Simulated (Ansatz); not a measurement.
CH$_{7}$ClFNOSi$_{2}$ (`CN([SiH2]Cl)[SiH](O)F`). Charge 0, multiplicity 1. Geometry: relaxed with PBE0-D4/def2-TZVP. It is one conformer, not always the lowest.

```xyz
14

C    -0.482   -0.759   -1.517
N    -0.217   -0.062   -0.255
Si   -0.944   -0.624    1.193
Cl    0.423   -1.668    2.356
Si    0.908    1.231   -0.245
O     1.396    1.508    1.283
F     0.255    2.599   -0.720
H    -1.394   -0.395   -1.997
H    -0.584   -1.836   -1.360
H     0.347   -0.612   -2.215
H    -2.018   -1.578    0.840
H    -1.419    0.484    2.045
H     1.993    0.939   -1.204
H     1.738    0.772    1.795
```

Problem. What is the dipole moment at ωB97M-V/def2-TZVPP? (An estimate is asked.)

Solution. Computed: 2.34 D, with components (-0.35, -1.98, -1.18) D in this frame, pointing from negative to positive charge.

Problem. And with PBE, r2SCAN, B3LYP? (Estimate.)

Solution. The calculation gave: PBE 2.22 D, r2SCAN 2.28 D, B3LYP 2.35 D.

Problem. Give the Mulliken charges with ωB97M-V, r2SCAN, B3LYP in def2-TZVPP. (An estimate is asked.)

Solution. Ansatz gave: 
| atom | ωB97M-V | r2SCAN | B3LYP |
| --- | --- | --- | --- |
| C1 | -0.26 | -0.08 | -0.20 |
| N2 | -0.29 | -0.30 | -0.26 |
| Si3 | 0.32 | 0.47 | 0.44 |
| Cl4 | -0.24 | -0.28 | -0.28 |
| Si5 | 0.66 | 0.72 | 0.71 |
| O6 | -0.37 | -0.39 | -0.37 |
| F7 | -0.30 | -0.31 | -0.32 |
| H8 | 0.13 | 0.08 | 0.11 |
| H9 | 0.12 | 0.06 | 0.10 |
| H10 | 0.11 | 0.06 | 0.09 |
| H11 | -0.01 | -0.07 | -0.06 |
| H12 | 0.00 | -0.05 | -0.04 |
| H13 | -0.06 | -0.11 | -0.11 |
| H14 | 0.19 | 0.20 | 0.19 |

B3LYP here is the variant with VWN-RPA as its local correlation; programs differ in this.
